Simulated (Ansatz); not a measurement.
System: sum formula AlH2F, net charge 0, singlet state. 
Geometry from a B3LYP-D3(BJ)/def2-TZVP (Ansatz, an electronic-structure program) optimisation:
```
Al
F 1 1.6554
H 1 1.5699 2 116.96
H 1 1.5699 3 126.08 2 -180.00
```
Charge 0, spin multiplicity 1.

Property: vertical ionisation energy (to the doublet state of charge +1; each state is the SCF solution reached for its spin), in eV. Correlated levels leave the core frozen unless marked. UHF or UKS for open shells. Spin-orbit coupling is left out. Non-relativistic. CBS marks a two-point X^-3 extrapolation of the correlation energy; Hartree-Fock from the larger set. The program attaches cautions to a run behind CCSD(T)/CBS(aug-cc-pV(T+d)Z,aug-cc-pV(Q+d)Z): other roots.

CCSD(T)/CBS(aug-cc-pV(T+d)Z,aug-cc-pV(Q+d)Z) (Ansatz) gives 11.82 eV.

Problem. Another calculation gave 11.65 eV. Which level was it?
(A) B3LYP/def2-TZVPD (Ansatz)
(B) SVWN5/def2-TZVPD (Ansatz)
(C) wB97M-V/def2-TZVPD (Ansatz)

Solution. C, wB97M-V/def2-TZVPD (Ansatz). The others give 11.20 (SVWN5), 11.50 (B3LYP) eV.
